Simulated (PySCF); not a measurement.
# How methods differ on the excitation energy of S²⁺

S²⁺ [Ne] 3s2 3p2 (3P) → S²⁺ [Ne] 3s1 3p3 (5S), as a difference of total energies. Calculation: PySCF 2.14, in dyall-av3z (19s12p3d2f, 84 functions); the non-relativistic Hamiltonian (point nucleus). Correlated levels: valence: [Ne] frozen; virtual orbitals above 40 to 60 times the deepest correlated orbital energy dropped. The calculations carry no spin-orbit coupling.

```json
{"method": "UHF", "excitation energy (cm⁻¹)": "42347"}
{"method": "MP2 (valence)", "excitation energy (cm⁻¹)": "52017"}
{"method": "SCS-MP2 (valence)", "excitation energy (cm⁻¹)": "56539"}
{"method": "CCSD (valence)", "excitation energy (cm⁻¹)": "54844"}
{"method": "CCSD(T) (valence)", "excitation energy (cm⁻¹)": "55243"}
```

A first-order spin-orbit estimate (lowest level to lowest level, LS coupling) adds 0.061 eV.
